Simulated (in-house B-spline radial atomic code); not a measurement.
Computed with a B-spline radial atomic code. Model: two electrons, singlet ground state, non-relativistic, full CI in B-splines with partial waves to l = 8 (at full coupling up to 3e-4 hartree above the limit, correlation up to 0.6 % small), density held at that of full coupling by Lieb maximisation.

W(λ) is the mean repulsion in the state of coupling λ less the Hartree energy of the fixed density. Its start is exact exchange, its initial slope is twice the second-order Görling-Levy correlation energy, and its area from 0 to 1 is E_xc. A straight curve means weak, dynamic correlation, and a curve that drops fast and flattens means strong correlation.

Command:
```bash
python run_ac.py task.json out
```
Settings (lengths in bohr, energies in hartree):
```
potential              gauss
strength               13.7
lmax                   8
second                 11.7
```

Time taken, with all properties: 30 s on 1 thread of Intel(R) Xeon(R) Processor @ 2.30GHz (shared host).

**W = mean repulsion less Hartree energy, and W of three functionals.**

Given: confinement Gaussian well; well depth 13.7 hartree; well width 11.7 bohr; external potential -V exp(-r^2/w^2).

Computed: LDA exchange minus exact 69.006 millihartree; SCAN exchange minus exact 1.0241 millihartree.

```csv
coupling,W xc (hartree),W xc minus exchange (millihartree),kinetic minus Kohn-Sham (millihartree),LDA (PW92) W minus its exchange (millihartree),PBE W minus its exchange (millihartree),SCAN W minus its exchange (millihartree)
0,-0.47923,0,0,0,0,0
0.02,-0.48123,-2.001,0.02,-10.24,-3.3,-1.88
0.05,?,?,?,?,?,?
0.12,?,?,?,?,?,?
0.25,-0.50164,-22.411,2.69,-60.09,-31.82,-20.54
0.4,-0.51274,-33.512,6.28,-79.4,-45.67,-30.71
0.6,-0.52539,-46.158,12.56,-99.25,-60.9,-42.5
0.8,-0.53605,-56.817,19.99,-114.98,-73.56,-52.69
1,-0.54513,-65.896,28.14,-128,-84.36,-61.61
1.4,-0.55972,-80.492,45.52,-148.64,-101.97,-76.48
2,-0.5756,-96.367,72.22,-171.25,-121.86,-93.5
3,-0.59299,-113.76,115.01,-196.95,-145.01,-113.13
4.5,-0.60877,-129.54,173.15,-221.69,-167.73,-131.43
7,-0.62369,-144.46,257.09,-246.77,-191.09,-148.25
10,-0.63402,-154.79,343.63,-265.26,-208.48,-158.91
```

Q: What belongs in the row 0.05?

A: W xc (hartree): -0.48416; W xc minus exchange (millihartree): -4.93; kinetic minus Kohn-Sham (millihartree): 0.12; LDA (PW92) W minus its exchange (millihartree): -20.32; PBE W minus its exchange (millihartree): -7.85; SCAN W minus its exchange (millihartree): -4.59.

Q: What belongs in the row 0.12?

A: W xc (hartree): -0.49067; W xc minus exchange (millihartree): -11.437; kinetic minus Kohn-Sham (millihartree): 0.67; LDA (PW92) W minus its exchange (millihartree): -37.47; PBE W minus its exchange (millihartree): -17.25; SCAN W minus its exchange (millihartree): -10.55.

Q: What is the PBE exchange minus exact?

A: 20.444 millihartree.

**Energy parts, natural occupations and partial-wave weights.**

Computed: correlation energy -0.037754 hartree; kinetic part of the DFT correlation energy 0.028142 hartree; initial slope twice GL2 -0.10105 hartree; kinetic part over minus potential part 0.42707; Hartree energy 0.95846 hartree; Kohn-Sham kinetic 0.54899 hartree; Lieb Oxford ratio E_xc over LDA exchange 1.2602.

| natural | occupation of the shell (electrons) |
| --- | --- |
| s | 1.9426 |
| p | 0.052742 |
| s | 0.0028544 |
| d | ? |
| p | 0.00026984 |
| f | 0.00013521 |

Q: What belongs in the row d?

A: occupation of the shell (electrons): 0.0011899.

| wave | weight |
| --- | --- |
| s | 0.97277 |
| p | 0.026513 |
| d | 0.00062015 |
| f | ? |
| g | 1.6094e-05 |

Q: What belongs in the row f?

A: weight: 7.4318e-05.

Q: What is the total energy?

A: -25.6067 hartree.

Q: What is the exchange energy?

A: -0.47923 hartree.

Half-way to full coupling W has made 60 % of its drop, against 50 % for a straight line, and second-order (GL2) theory, half the initial slope, overshoots the correlation energy by about 34 %: a marked bend. Over couplings 0 to 1 the errors in E_xc come to about +24 millihartree for LDA, +8.1 millihartree for PBE, +3.9 millihartree for SCAN, so SCAN is nearest. In LDA and PBE the errors of exchange and correlation have opposite signs, so the sum is smaller than the larger of the two.
